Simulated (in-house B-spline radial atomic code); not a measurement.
Values are calculated unless marked as measured or tabulated.
**Building a PAW s channel for Cd, r_c = 2.94 bohr**

Cd, [Kr] 4d10 5s2, non-relativistic PBE, spherical and spin-unpolarised, from a B-spline radial code for spherical atoms (atomic units; all potentials screened as in the neutral atom).

Two all-electron partial waves φ1, φ2 are integrated outwards at E1 = ε(5s) = -0.19399 and E2 = E1 + 2 hartree; φ1 is the bound orbital and φ2 has unit norm inside r_c = 2.9356 bohr. Smooth partners are polynomials, r^1(a0 + a1 r² + a2 r⁴ + a3 r⁶), matched to φ and three derivatives at r_c, with no condition on the norm. The local potential is -2.45288 + (0.672986) r² + (-0.0770457) r⁴ + (0.00322111) r⁶ inside 2.4956 bohr and the all-electron one outside.

| wave | φ(r_c) | φ'(r_c) | a0 | a1 | a2 | a3 |
| --- | --- | --- | --- | --- | --- | --- |
| 1 | 0.5979297 | -0.1276518 | 0.4214577 | -0.02971841 | 0.0003305979 | 2.152821e-05 |
| 2 | 1.009773 | 0.1143538 | -2.546447 | 0.8594265 | -0.08114866 | 0.002360388 |

Inside r_c the overlaps are <φi φj> = [[0.53290, -0.04932], [-0.04932, 1.00000]] and, for the smooth waves, [[0.70155, -0.72659], [-0.72659, 3.85325]]. With χj = (Ej − T − V_local) applied to smooth wave j, the program's quadrature gives the matrix B_ij = <smooth i, χj> as [[0.36233, -2.47657], [-1.12202, 8.79336]].

**Question.** Check the match of the first wave, and find the augmentation charges q_ij.

**Answer.** At r_c the four terms are 1.23723, -0.75182, 0.07207, 0.04045, which sum to 0.5979, φ1(r_c) to rounding. q_ij is the all-electron overlap less the smooth one: [[-0.16866, 0.67727], [0.67727, -2.85325]]. The smooth first wave has a norm of 0.7016 inside r_c against 0.5329, so q11 is negative and must stay small enough for the overlap operator to be positive.

**Question.** B isn't symmetric. Show that D_ij = B_ij + Ej q_ij is.

**Answer.** Integrating by parts gives B12 − B21 = (E1 − E2) q12: -2.47657 − (-1.12202) = -1.35455, and −2 × (0.67727) = -1.35455. So D12 = -2.47657 + (1.806010)(0.67727) = -1.25341 and D21 = -1.12202 + (-0.19399)(0.67727) = -1.25340; D11 = 0.39505, D22 = 3.64036. The projectors, p = (B⁻¹)ᵀ χ, are dual to the smooth waves; det B = 0.41.

Solving (T + V_local + Σ p D p) ψ = E (1 + Σ p q p) ψ in a sphere of 9 bohr, whose wall lifts the free-atom level a little, gives these levels:

```csv
all-electron,one projector,two projectors
-0.193506,-0.193506,-0.193506
0.092827,0.089909,0.092661
0.444401,0.404462,0.443504
0.955698,0.686312,0.954076
1.618430,1.087150,1.618140
```

**Question.** What does the second projector gain?

**Answer.** With one projector the errors are 0.00, -2.92, -39.94 millihartree, and the level at 0.6863 is out of step with the all-electron series: an extra state, or one far too low, so the pairing ends there; skipping it, the next levels are off by +131.5 millihartree. With two the errors are 0.00, -0.17, -0.90, -1.62, -0.29 millihartree. The scattering is exact at E1 and at E2 = 1.806, and over all levels compared the largest error is 1.6 millihartree. The lowest eigenvalue of the overlap operator is 0.5211 with one and 0.115 with two projectors. The smooth orbital alone needs a cutoff of 0.871 hartree for 1 millihartree of kinetic energy, against 5.38 for a norm-conserving Troullier-Martins orbital of the same radius; part of the gain comes from giving up the norm, part from the simpler form.
